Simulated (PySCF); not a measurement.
C7H6O3.
Structure used (GFN2-xTB), in Å, numbered top down from 1:
```xyz
16
C7H6O3 angstrom
C     -1.283   -1.769   -0.647
C     -0.970   -0.570   -0.136
C     -2.095    0.249    0.391
O     -3.246   -0.109    0.371
O     -1.742    1.435    0.902
C      0.399   -0.092   -0.097
C      0.993    1.063    0.353
C      2.376    0.923    0.107
C      2.531   -0.298   -0.473
O      1.352   -0.917   -0.601
H     -0.530   -2.424   -1.048
H     -2.307   -2.097   -0.663
H     -2.534    1.897    1.220
H      0.506    1.902    0.802
H      3.143    1.635    0.332
H      3.400   -0.819   -0.826
```

The closed-shell SCF was solved with PySCF and density fitting under several settings on one GFN2-xTB geometry (grid level 2 and gas phase unless stated).

```
                    settings  basis functions  SCF cycles     E (Eh)  HOMO (eV)  LUMO (eV)  dipole (D)
               PBE0/pcSseg-1              200          14  -495.3978      -6.38      -1.73        2.15
              PBE0/def2-SVPD              257          14  -495.1162      -6.40      -1.84        2.25
               OLYP/pcSseg-1              200          17  -495.8008      -5.23      -2.33        2.15
LC-wPBE/6-31G*, grid level 3              152          14  -495.6532      -8.51       0.86        1.85
```

Task: Estimate the row for these settings: PBE0/3-21G.

Result: 
| settings | basis functions | SCF cycles | E (Eh) | HOMO (eV) | LUMO (eV) | dipole (D) |
| --- | --- | --- | --- | --- | --- | --- |
| PBE0/3-21G | 102 | 14 | -492.7019 | -6.18 | -1.27 | 1.82 |

Task: Over all rows, what range does the HOMO–LUMO gap span?

Result: From 2.90 eV (OLYP/pcSseg-1) to 9.37 eV (LC-wPBE/6-31G*, grid level 3). The functional of the narrowest has no exact exchange, that of the widest range-separated exact exchange.

Task: And the dipole moment?

Result: From 1.82 D (PBE0/3-21G) to 2.25 D (PBE0/def2-SVPD); the largest is 1.24 times the smallest, and the median is 2.15 D.

Task: Compare two rows with the functional PBE0: PBE0/3-21G and PBE0/pcSseg-1. Which energy is lower, and by how much?

Result: PBE0/pcSseg-1 (200 functions) lies 2.6959 Eh or 1692 kcal/mol below PBE0/3-21G (102 functions).

Cycle counts include a coarse-grid stage where the run had one. All basis functions are spherical, in the Pople sets too.

One conformer stands for the species.
